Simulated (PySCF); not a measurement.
Si(F)(Br)(NH2)2 (BrFH4N2Si), SMILES N[Si](N)(F)Br. Atoms are numbered in the order given.

```xyz
9

N     -1.6700    -1.2489     0.7915
Si    -0.1292    -0.5073     0.6506
N      1.0630    -1.7248     0.5119
F     -0.0288     0.4711     1.9611
Br     0.2190     0.8642    -1.0969
H     -1.9748    -1.8898     0.0555
H     -2.4517    -0.6900     1.1417
H      1.1040    -2.4755     1.2048
H      1.9762    -1.5121     0.1079
```

Geometry optimised at PBE-D3(BJ)/def2-SVP. The structure was generated by enumeration, and PubChem lists no compound with its InChIKey, so it may never have been made. One conformer was computed; it need not be the lowest.

Method: PBE-D3(BJ)/def2-SVP (PySCF 2.14.0).

Frequencies are harmonic and unscaled.

```csv
mode,ν (cm⁻¹),IR (km/mol),moving atoms (share of kinetic energy)
1,162,9.3,"N 45 %, F 23 %, H 18 %, Br 9 %"
2,175,1.5,"N 35 %, F 26 %, H 25 %, Br 9 %"
3,225,0.8,"H 79 %, N 9 %"
4,246,1.4,"Br 28 %, F 27 %, N 24 %, H 16 %"
5,263,1.9,"H 38 %, N 28 %, Si 15 %, F 12 %"
6,305,32.2,"F 29 %, N 25 %, H 25 %, Si 20 %"
7,361,169.6,"H 66 %, N 28 %"
8,401,6.9,"H 81 %, N 15 %"
9,416,13.9,"H 35 %, Si 34 %, N 15 %, Br 9 %"
10,456,304.9,"H 53 %, N 22 %, Si 19 %"
11,757,22.6,"N 36 %, H 30 %, F 27 %"
12,806,5.3,"H 66 %, N 29 %"
13,814,155.3,"H 54 %, N 19 %, Si 18 %, F 8 %"
14,913,140.2,"Si 45 %, N 29 %, F 13 %, H 13 %"
15,952,159.0,"Si 48 %, N 27 %, H 14 %, F 10 %"
16,1472,78.7,"H 88 %, N 12 %"
17,1487,43.8,"H 89 %, N 11 %"
18,3499,44.0,H 96 %
19,3504,30.4,H 96 %
20,3597,35.5,"H 91 %, N 9 %"
21,3611,38.1,"H 91 %, N 9 %"
```
